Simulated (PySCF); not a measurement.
# C²⁺ (carbon, charge +2) across methods

[He] 2s2, closed-shell 1S. All numbers are calculated (PySCF 2.14, the non-relativistic Hamiltonian (point nucleus), in aug-cc-pVTZ (5s4p3d2f, 46 functions)).

```json
{"method": "wB97M-V", "E (hartree)": "-36.5349", "mean ε 1s (eV)": "-320.56", "mean ε 2s (eV)": "-44.493", "Σ⟨r²⟩ (bohr²)": "4.593", "⟨S²⟩": "0.000"}
{"method": "B3LYP", "E (hartree)": "-36.5157", "mean ε 1s (eV)": "-316.26", "mean ε 2s (eV)": "-41.767", "Σ⟨r²⟩ (bohr²)": "4.589", "⟨S²⟩": "0.000"}
{"method": "M06-L", "E (hartree)": "-36.5154", "mean ε 1s (eV)": "-312.42", "mean ε 2s (eV)": "-40.817", "Σ⟨r²⟩ (bohr²)": "4.531", "⟨S²⟩": "0.000"}
{"method": "UHF", "E (hartree)": "-36.40746", "mean ε 1s (eV)": "-344.22", "mean ε 2s (eV)": "-46.096", "Σ⟨r²⟩ (bohr²)": "4.624", "⟨S²⟩": "0.000"}
{"method": "LDA", "E (hartree)": "-36.1285", "mean ε 1s (eV)": "-305.73", "mean ε 2s (eV)": "-40.146", "Σ⟨r²⟩ (bohr²)": "4.614", "⟨S²⟩": "0.000"}
{"method": "PBE", "E (hartree)": "-36.4590", "mean ε 1s (eV)": "-308.36", "mean ε 2s (eV)": "-40.349", "Σ⟨r²⟩ (bohr²)": "4.577", "⟨S²⟩": "0.000"}
{"method": "r2SCAN", "E (hartree)": "-36.4853", "mean ε 1s (eV)": "-312.30", "mean ε 2s (eV)": "-40.662", "Σ⟨r²⟩ (bohr²)": "4.596", "⟨S²⟩": "0.000"}
{"method": "PBE0", "E (hartree)": "-36.4698", "mean ε 1s (eV)": "-317.49", "mean ε 2s (eV)": "-42.029", "Σ⟨r²⟩ (bohr²)": "4.578", "⟨S²⟩": "0.000"}
{"method": "M06-2X", "E (hartree)": "-36.5285", "mean ε 1s (eV)": "-325.80", "mean ε 2s (eV)": "-43.743", "Σ⟨r²⟩ (bohr²)": "4.538", "⟨S²⟩": "0.000"}
```
